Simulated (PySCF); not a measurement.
# Solvent effects on NMR parameters

Molfile (atoms numbered from 1):
```
C4H7N3Si
     RDKit          3D

 15 15  0  0  0  0  0  0  0  0999 V2000
   -2.6314    0.1635   -1.1569 C   0  0  0  0  0  0  0  0  0  0  0  0
   -1.4947    0.7900   -1.4515 C   0  0  0  0  0  0  0  0  0  0  0  0
   -0.2318    0.3746   -1.0012 N   0  0  0  0  0  0  0  0  0  0  0  0
   -0.0410   -0.6873   -0.2396 N   0  0  0  0  0  0  0  0  0  0  0  0
    1.2679   -0.7142   -0.0558 C   0  0  0  0  0  0  0  0  0  0  0  0
    1.8551    0.3785   -0.7423 C   0  0  0  0  0  0  0  0  0  0  0  0
    3.6365    0.9440   -0.8743 Si  0  0  0  0  0  4  0  0  0  0  0  0
    0.8583    1.0436   -1.3296 N   0  0  0  0  0  0  0  0  0  0  0  0
   -2.6360   -0.7287   -0.5283 H   0  0  0  0  0  0  0  0  0  0  0  0
   -3.5742    0.5463   -1.5485 H   0  0  0  0  0  0  0  0  0  0  0  0
   -1.4222    1.6856   -2.0697 H   0  0  0  0  0  0  0  0  0  0  0  0
    1.7360   -1.4942    0.5420 H   0  0  0  0  0  0  0  0  0  0  0  0
    4.5253   -0.2561   -0.8471 H   0  0  0  0  0  0  0  0  0  0  0  0
    3.8274    1.6943   -2.1469 H   0  0  0  0  0  0  0  0  0  0  0  0
    3.9959    1.8221    0.2798 H   0  0  0  0  0  0  0  0  0  0  0  0
  1  2  2  0
  2  3  1  0
  3  4  1  0
  4  5  2  0
  5  6  1  0
  6  7  1  0
  6  8  2  0
  8  3  1  0
  1  9  1  0
  1 10  1  0
  2 11  1  0
  5 12  1  0
  7 13  1  0
  7 14  1  0
  7 15  1  0
M  END
```

GIAO PBE0/pcSseg-1 in PySCF on one PBE0-D3(BJ)/def2-SVP conformer, non-relativistic, equivalent nuclei averaged. Solvents enter as an IEF-PCM continuum (chloroform with ε = 4.7, tetrahydrofuran with ε = 7.4) around the gas-phase geometry. Shifts are referred to TMS computed in the same medium.

Gas phase, δ in ppm: C5 147.2, C2 140.5, C6 140.3, C1 110.2, Si7 -79.5, H12 7.79, H11 7.32, H9 6.46, H10 5.28, H13/H14/H15 4.53. Dipole moment 0.33 D.

(1) How does each δ change in the continuum?

(2) Which nuclei move most (in ppm), and what does the model miss?

Results:

(1) 
```csv
atoms,environment,"Δδ, chloroform","Δδ, tetrahydrofuran"
C5,aromatic CH next to a ring nitrogen,+1.9,+2.3
C2,alkene CH,+0.9,+1.0
C6,substituted aromatic carbon next to a ring nitrogen,+1.7,+2.0
C1,terminal =CH2 carbon,+1.5,+1.7
Si7,"silicon bonded to C, 3 H",+0.2,+0.2
H12,hydrogen on an aromatic CH next to a ring nitrogen,+0.24,+0.28
H11,hydrogen on an alkene CH,+0.14,+0.16
H9,hydrogen on a terminal =CH2 carbon,+0.02,+0.02
H10,hydrogen on a terminal =CH2 carbon,+0.23,+0.27
H13/H14/H15,hydrogen on a silicon bonded to C,-0.01,-0.01
```

Changes are relative to the gas phase. The dipole moment becomes 0.32 D in chloroform, 0.33 D in tetrahydrofuran.

(2) C5 (aromatic CH next to a ring nitrogen, +2.3 ppm) in tetrahydrofuran. A continuum only polarises the solute; specific hydrogen bonds, the anisotropy of aromatic solvents and changes of geometry or conformer are outside it.
